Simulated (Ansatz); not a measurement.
BF₂H₃O₂Si, SMILES OB(O)[SiH](F)F.

Coordinates come from a B3LYP-D3(BJ)/def2-SVP optimisation. This is a generated structure with no PubChem entry under its InChIKey; it may be hypothetical. Other conformers were not sampled.

Two levels are set side by side: PBE/def2-SVPD (Ansatz, a first-principles code) and PBE0/def2-SVPD (Ansatz). Energy differences of separate SCF runs at the same geometry; the states with an electron removed or added have multiplicity 2 and 2. Differences are taken from unrounded values.

| quantity | PBE0 | PBE | PBE minus PBE0 |
|---|---|---|---|
| vertical ionisation energy (eV) | 11.02 | 10.55 | -0.48 |
| vertical singlet–triplet gap (eV) | 5.27 | 4.96 | -0.31 |
